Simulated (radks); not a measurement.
Ionisation of the gallium ion Ga+, [Ar] 3d10 4s2, to [Ar] 3d10 4s1 as the strength of local exchange is varied. Method: Dirac Kohn-Sham, Slater X-alpha exchange (alpha = 2/3 is LDA exchange), no correlation, spin-unpolarised, spherical densities, finite nucleus; Fermi nuclear charge, rms radius 3.9973 fm; computed with a radial shooting solver on a logarithmic mesh with Libxc functionals.

[
 {"alpha": "0.576", "E(Ga+) (hartree)": "-1928.80167", "exchange (hartree)": "-59.92716", "IE (eV)": "19.360", "-e of the level emptied (eV)": "14.572 (4s1/2)", "<r> of it (bohr)": "2.269"},
 {"alpha": "0.637", "E(Ga+) (hartree)": "-1935.15891", "exchange (hartree)": "-66.49888", "IE (eV)": "19.970", "-e of the level emptied (eV)": "15.156 (4s1/2)", "<r> of it (bohr)": "2.242"},
 {"alpha": "0.667", "E(Ga+) (hartree)": "-1938.29333", "exchange (hartree)": "-69.74658", "IE (eV)": "20.273", "-e of the level emptied (eV)": "15.447 (4s1/2)", "<r> of it (bohr)": "2.229"},
 {"alpha": "0.798", "E(Ga+) (hartree)": "-1952.04130", "exchange (hartree)": "-84.04913", "IE (eV)": "21.618", "-e of the level emptied (eV)": "16.744 (4s1/2)", "<r> of it (bohr)": "2.174"},
 {"alpha": "0.93", "E(Ga+) (hartree)": "-1965.99439", "exchange (hartree)": "-98.65928", "IE (eV)": "23.010", "-e of the level emptied (eV)": "18.096 (4s1/2)", "<r> of it (bohr)": "2.122"},
 {"alpha": "0.957", "E(Ga+) (hartree)": "-1968.86079", "exchange (hartree)": "-101.67217", "IE (eV)": "23.299", "-e of the level emptied (eV)": "18.378 (4s1/2)", "<r> of it (bohr)": "2.111"},
 {"alpha": "0.974", "E(Ga+) (hartree)": "-1970.66770", "exchange (hartree)": "-103.57343", "IE (eV)": "23.482", "-e of the level emptied (eV)": "18.557 (4s1/2)", "<r> of it (bohr)": "2.105"},
 {"alpha": "1.037", "E(Ga+) (hartree)": "-1977.37841", "exchange (hartree)": "-110.64791", "IE (eV)": "24.165", "-e of the level emptied (eV)": "19.224 (4s1/2)", "<r> of it (bohr)": "2.081"}
]

NIST Atomic Spectra Database: 20.515 eV (measured). The Delta-SCF value meets it near alpha = 0.69. Spin polarisation and multiplet splitting are left out, so open shells lie too high by an amount that depends on their filling.

Beside tabulated values, note that spin-unpolarised runs miss the spin-polarisation part of the exchange energy of open shells.
